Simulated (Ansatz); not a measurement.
`C[SiH](Cl)Cl` + H₂O → `C[SiH](O)Cl` + HCl  (formal hydrolysis of the Si–Cl bond)

Calculated with Ansatz (gas phase, PBE0-D4/def2-TZVP geometries, no zero-point term in ΔE). CCSD(T)/CBS adds triple-zeta CCSD(T) − MP2 to the extrapolated MP2 energy (def2 sets, frozen cores). This one scheme is used for every species. Functionals use def2-TZVPP. One conformer a species, not always the lowest.

`C[SiH](Cl)Cl`:

```xyz
8

C    -0.433    0.320   -0.881
Si    0.224   -0.246    0.750
Cl    1.644    1.068    1.422
Cl    1.079   -2.097    0.551
H    -1.188   -0.381   -1.245
H    -0.888    1.308   -0.780
H     0.372    0.379   -1.616
H    -0.812   -0.350    1.799
```

H₂O:

Z-matrix (Å, degrees):
```
O
H 1 0.960
H 1 0.960 2 105.1
```

`C[SiH](O)Cl`:

Z-matrix (Å, degrees):
```
C
Si 1 1.852
H 1 1.092 2 110.4
H 1 1.093 2 110.2 3 119.9
H 1 1.093 2 111.1 3 -119.8
O 2 1.636 1 113.3 3 -178.2
Cl 2 2.066 1 107.5 3 60.3
H 2 1.477 1 112.9 3 -58.5
H 6 0.958 2 118.5 1 -65.6
```

HCl:

Z-matrix (Å, degrees):
```
Cl
H 1 1.279
```

```json
{"level": "r2SCAN-D4", "ΔE (kJ/mol)": "-1.9", "difference from CCSD(T)/CBS": "-2.2"}
{"level": "B97M-V", "ΔE (kJ/mol)": "-2.9", "difference from CCSD(T)/CBS": "-3.2"}
{"level": "r2SCAN0-D4", "ΔE (kJ/mol)": "-1.3", "difference from CCSD(T)/CBS": "-1.6"}
{"level": "PBE-QIDH", "ΔE (kJ/mol)": "0.4", "difference from CCSD(T)/CBS": "0.1"}
{"level": "BLYP", "ΔE (kJ/mol)": "-6.6", "difference from CCSD(T)/CBS": "-6.9"}
{"level": "SCS-MP2/def2-TZVPP", "ΔE (kJ/mol)": "-4.7", "difference from CCSD(T)/CBS": "-5.0"}
{"level": "CCSD/def2-TZVPP", "ΔE (kJ/mol)": "-6.9", "difference from CCSD(T)/CBS": "-7.2"}
{"level": "HF/def2-QZVPP", "ΔE (kJ/mol)": "-11.0", "difference from CCSD(T)/CBS": "-11.3"}
{"level": "HF/CBS(def2)", "ΔE (kJ/mol)": "-11.1", "difference from CCSD(T)/CBS": "-11.4"}
{"level": "MP2/CBS(def2)", "ΔE (kJ/mol)": "4.9", "difference from CCSD(T)/CBS": "4.6"}
{"level": "CCSD(T)/CBS", "ΔE (kJ/mol)": "0.3", "difference from CCSD(T)/CBS": "0"}
```

Largest T1 diagnostic among the species: 0.010.

In def2-TZVPP, CCSD(T) changes the Hartree–Fock value by +5.3 kJ/mol (the triples alone add +1.5 kJ/mol) and MP2 by +9.9 kJ/mol. The D4 term adds +3.2 kJ/mol with B3LYP and +1.7 kJ/mol with PBE0; it sums over pairs of atoms, weighted by their polarisabilities, and B3LYP, whose exchange is more repulsive, gets the larger term. Leaving LDA and LC-ωPBE aside and taking each functional with its dispersion term where it has one, the values, not all of them listed here, spread over 13.9 kJ/mol, from CAM-B3LYP-D4 to revPBE-D4. LDA lies −5.5 kJ/mol from PBE without D4.

B3LYP here is the variant with VWN-RPA as its local correlation; programs differ in this.
